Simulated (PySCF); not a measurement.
**Working out the ionisation energy of Si⁺**

Si⁺ [Ne] 3s2 3p1 (2P) → Si²⁺ [Ne] 3s2 (1S). Calculation: PySCF 2.14, in cc-pV(T+d)Z (5s4p3d1f, 39 functions); the non-relativistic Hamiltonian (point nucleus). Frozen: [Ne]. Energies in hartree (1 hartree = 27.21139 eV):

```json
{"part": "UHF", "Si⁺ (lower)": "-288.575727", "Si²⁺ (upper)": "-287.994248"}
{"part": "CCSD correlation", "Si⁺ (lower)": "-0.058626", "Si²⁺ (upper)": "-0.044654"}
{"part": "(T)", "Si⁺ (lower)": "-0.001092", "Si²⁺ (upper)": "0.000000"}
```

Problem. What does Hartree-Fock give?

Solution. (-287.994248) − (-288.575727) = 0.581479 hartree = 15.823 eV.

Problem. What do CCSD and CCSD(T) give?

Solution. The CCSD correlation energies differ by 0.013972 hartree = 0.380 eV and the triples by 0.001092 hartree = 0.030 eV, so CCSD gives 16.203 eV and CCSD(T) 16.233 eV.

Measured between the centres of the two terms (NIST): 16.322 eV, so CCSD(T) (valence) is off by -0.089 eV.

What remains against the reference includes basis incompleteness, the frozen core and higher excitations.
